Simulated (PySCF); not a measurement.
Vertical excitations of a molecule C₂H₆FInO from TDDFT-PBE/def2-SVPD (PySCF), as energy in eV (oscillator strength): 3.72 (0.007), 4.25 (0.023), 4.73 (0.000), 4.87 (0.131), 5.47 (0.023), 5.66 (0.010), 5.81 (0.003), 6.08 (0.006), 6.19 (0.003), 6.22 (0.001). Lowest triplet (TDA): 3.43 eV. Coordinates come from a PBE-D3(BJ)/def2-SVP optimisation. The def2 effective core potentials stand for the cores of In; spin–orbit coupling is left out. The values are those of a single conformer.

Problem. Which molecule gave these data?
(A) C[O][In]([CH3])[F]
(B) CC[O][InH][F]
(C) C[CH2][In]([OH])[F]

Solution. A, C[O][In]([CH3])[F]
